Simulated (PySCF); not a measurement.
Cartesian coordinates in Å; atom numbers follow the order of the lines, from 1:
```xyz
13

Si    2.1336    0.9118    0.3893
O     0.8461   -0.0542    0.8396
C     0.0683   -0.7150   -0.1019
C    -1.3544   -0.9778    0.2491
C    -1.0162    0.0327   -0.8175
H     2.7651    1.3773    1.6526
H     1.6745    2.0834   -0.4193
H     3.1178    0.1295   -0.4227
H     0.6047   -1.4924   -0.6634
H    -1.6839   -0.5887    1.2156
H    -1.7996   -1.9321   -0.0432
H    -1.2222   -0.2074   -1.8641
H    -1.1376    1.0878   -0.5576
```

One conformer, no solvent model, no relativistic terms, fast rotation and ring inversion assumed for equivalent nuclei. Shielding tensors at KT2/pcSseg-2 (GIAO); PBE0-D3(BJ)/def2-SVP geometry; PySCF 2.14.

δ = σ(ref) − σ, references computed at the same level: 13C (σref 182.28) and 1H (σref 31.18) and 29Si (σref 350.99) against TMS; H2O for 17O (σref 324.36).

```
   atoms  nucleus  count  δ (ppm)
      C3      13C      1        ?
     Si1     29Si      1    -34.6
   C4/C5      13C      2      7.8
 H10/H13       1H      2     0.47
      O2      17O      1     40.3
      H9       1H      1        ?
 H11/H12       1H      2     0.43
H6/H7/H8       1H      3     4.97
```

Question: Fill in the missing shifts.

Answer: 
- C3: 53.3 ppm, three-membered-ring carbon; pulled downfield by the heteroatom
- H9: 3.48 ppm, hydrogen on a three-membered-ring carbon; its carbon carries O, an electronegative neighbour

Shifts are as computed. Against solution values, carbons near 30 ppm lie about +3 ppm off and those near 130 ppm about -1 ppm. Of 1309 compounds with measured shifts, 239 miss one by over three times the rms of a fit or turn the order of signals round; such compounds aren't used in these exercises. Experimental scales use liquid or dissolved standards, which lie at an offset from isolated H2O (liquid H2O: subtract about 36 ppm).
